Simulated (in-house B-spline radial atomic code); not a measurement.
Computed with a B-spline radial atomic code. Model: two electrons, singlet ground state, non-relativistic, full CI in B-splines with partial waves to l = 8 (at full coupling up to 3e-4 hartree above the limit, correlation up to 0.6 % small), density held at that of full coupling by Lieb maximisation.

W(λ) is the mean repulsion in the state of coupling λ less the Hartree energy of the fixed density. Its start is exact exchange, its initial slope is twice the second-order Görling-Levy correlation energy, and its area from 0 to 1 is E_xc. A straight curve means weak, dynamic correlation, and a curve that drops fast and flattens means strong correlation.

Command:
```bash
python run_ac.py task.json out
```
Settings (lengths in bohr, energies in hartree):
```
potential              gauss
strength               1.14
lmax                   8
second                 10.2
```

Run time, properties included: 41 s on 1 thread of Intel(R) Xeon(R) Processor @ 2.30GHz, with other jobs on the host.

**W = mean repulsion less Hartree energy, and W of three functionals.**

Given: confinement Gaussian well; well depth 1.14 hartree; well width 10.2 bohr; external potential -V exp(-r^2/w^2).

Computed: LDA exchange minus exact 35.64 millihartree; PBE exchange minus exact 10.476 millihartree.

```json
{"coupling": "0", "W xc (hartree)": "-0.24844", "W xc minus exchange (millihartree)": "0", "kinetic minus Kohn-Sham (millihartree)": "0", "LDA (PW92) W minus its exchange (millihartree)": "0", "PBE W minus its exchange (millihartree)": "0", "SCAN W minus its exchange (millihartree)": "0"}
{"coupling": "0.02", "W xc (hartree)": "-0.25044", "W xc minus exchange (millihartree)": "-2", "kinetic minus Kohn-Sham (millihartree)": "0.02", "LDA (PW92) W minus its exchange (millihartree)": "-8.72", "PBE W minus its exchange (millihartree)": "-3.27", "SCAN W minus its exchange (millihartree)": "-1.85"}
{"coupling": "0.05", "W xc (hartree)": "-0.2533", "W xc minus exchange (millihartree)": "-4.86", "kinetic minus Kohn-Sham (millihartree)": "0.12", "LDA (PW92) W minus its exchange (millihartree)": "-16.76", "PBE W minus its exchange (millihartree)": "-7.5", "SCAN W minus its exchange (millihartree)": "-4.46"}
{"coupling": "0.12", "W xc (hartree)": "-0.25938", "W xc minus exchange (millihartree)": "-10.938", "kinetic minus Kohn-Sham (millihartree)": "0.63", "LDA (PW92) W minus its exchange (millihartree)": "-29.72", "PBE W minus its exchange (millihartree)": "-15.66", "SCAN W minus its exchange (millihartree)": "-9.95"}
{"coupling": "0.25", "W xc (hartree)": "-0.26881", "W xc minus exchange (millihartree)": "-20.366", "kinetic minus Kohn-Sham (millihartree)": "2.35", "LDA (PW92) W minus its exchange (millihartree)": "-45.75", "PBE W minus its exchange (millihartree)": "-27.28", "SCAN W minus its exchange (millihartree)": "-18.56"}
{"coupling": "0.4", "W xc (hartree)": "-0.27738", "W xc minus exchange (millihartree)": "-28.932", "kinetic minus Kohn-Sham (millihartree)": "5.11", "LDA (PW92) W minus its exchange (millihartree)": "-58.59", "PBE W minus its exchange (millihartree)": "-37.43", "SCAN W minus its exchange (millihartree)": "-26.63"}
{"coupling": "0.6", "W xc (hartree)": "?", "W xc minus exchange (millihartree)": "?", "kinetic minus Kohn-Sham (millihartree)": "?", "LDA (PW92) W minus its exchange (millihartree)": "?", "PBE W minus its exchange (millihartree)": "?", "SCAN W minus its exchange (millihartree)": "?"}
{"coupling": "0.8", "W xc (hartree)": "-0.29268", "W xc minus exchange (millihartree)": "-44.235", "kinetic minus Kohn-Sham (millihartree)": "14.01", "LDA (PW92) W minus its exchange (millihartree)": "-80.29", "PBE W minus its exchange (millihartree)": "-55.77", "SCAN W minus its exchange (millihartree)": "-42.04"}
{"coupling": "1", "W xc (hartree)": "-0.29783", "W xc minus exchange (millihartree)": "-49.391", "kinetic minus Kohn-Sham (millihartree)": "18.63", "LDA (PW92) W minus its exchange (millihartree)": "-87.65", "PBE W minus its exchange (millihartree)": "-62.24", "SCAN W minus its exchange (millihartree)": "-47.6"}
{"coupling": "1.4", "W xc (hartree)": "-0.30539", "W xc minus exchange (millihartree)": "-56.95", "kinetic minus Kohn-Sham (millihartree)": "27.6", "LDA (PW92) W minus its exchange (millihartree)": "-98.75", "PBE W minus its exchange (millihartree)": "-72.19", "SCAN W minus its exchange (millihartree)": "-56.09"}
{"coupling": "2", "W xc (hartree)": "-0.31283", "W xc minus exchange (millihartree)": "-64.383", "kinetic minus Kohn-Sham (millihartree)": "40.07", "LDA (PW92) W minus its exchange (millihartree)": "-110.23", "PBE W minus its exchange (millihartree)": "-82.65", "SCAN W minus its exchange (millihartree)": "-64.73"}
{"coupling": "3", "W xc (hartree)": "-0.32033", "W xc minus exchange (millihartree)": "-71.881", "kinetic minus Kohn-Sham (millihartree)": "58.47", "LDA (PW92) W minus its exchange (millihartree)": "-122.57", "PBE W minus its exchange (millihartree)": "-94.07", "SCAN W minus its exchange (millihartree)": "-73.41"}
{"coupling": "4.5", "W xc (hartree)": "?", "W xc minus exchange (millihartree)": "?", "kinetic minus Kohn-Sham (millihartree)": "?", "LDA (PW92) W minus its exchange (millihartree)": "?", "PBE W minus its exchange (millihartree)": "?", "SCAN W minus its exchange (millihartree)": "?"}
{"coupling": "7", "W xc (hartree)": "-0.33271", "W xc minus exchange (millihartree)": "-84.265", "kinetic minus Kohn-Sham (millihartree)": "115.55", "LDA (PW92) W minus its exchange (millihartree)": "-145.01", "PBE W minus its exchange (millihartree)": "-115.15", "SCAN W minus its exchange (millihartree)": "-86.07"}
```

**Question.** What belongs in the row 0.6?

**Answer.** W xc (hartree): -0.28609; W xc minus exchange (millihartree): -37.642; kinetic minus Kohn-Sham (millihartree): 9.42; LDA (PW92) W minus its exchange (millihartree): -70.99; PBE W minus its exchange (millihartree): -47.76; SCAN W minus its exchange (millihartree): -35.22.

**Question.** What belongs in the row 4.5?

**Answer.** W xc (hartree): -0.32678; W xc minus exchange (millihartree): -78.333; kinetic minus Kohn-Sham (millihartree): 82.22; LDA (PW92) W minus its exchange (millihartree): -133.92; PBE W minus its exchange (millihartree): -104.68; SCAN W minus its exchange (millihartree): -80.43.

**Question.** What is the SCAN exchange minus exact?

**Answer.** 0.38981 millihartree.

**Energy parts, natural occupations and partial-wave weights.**

Computed: total energy -1.6156 hartree; exchange energy -0.24844 hartree; kinetic part of the DFT correlation energy 0.018629 hartree; kinetic part over minus potential part 0.37717; Hartree energy 0.49689 hartree; Kohn-Sham kinetic 0.1482 hartree; Lieb Oxford ratio E_xc over LDA exchange 1.312.

| natural | occupation of the shell (electrons) |
| --- | --- |
| s | 1.8572 |
| p | 0.13343 |
| s | 0.0076181 |
| d | 0.0011369 |
| p | ? |
| f | 0.00012331 |

**Question.** What belongs in the row p?

**Answer.** occupation of the shell (electrons): 0.00033116.

| wave | weight |
| --- | --- |
| s | 0.93243 |
| p | ? |
| d | 0.00059258 |
| f | 6.7926e-05 |
| g | 1.4553e-05 |

**Question.** What belongs in the row p?

**Answer.** weight: 0.066887.

**Question.** What is the initial slope twice GL2?

**Answer.** -0.10185 hartree.

**Question.** What is the correlation energy?

**Answer.** -0.030762 hartree.

Half-way to full coupling W has made 67 % of its drop, against 50 % for a straight line, and second-order (GL2) theory, half the initial slope, overshoots the correlation energy by about 66 %: correlation is strong. Over couplings 0 to 1 the errors in E_xc come to about +6.5 millihartree for LDA, +1.8 millihartree for PBE, +2.3 millihartree for SCAN, so PBE is nearest. In LDA and PBE the errors of exchange and correlation have opposite signs, so the sum is smaller than the larger of the two.
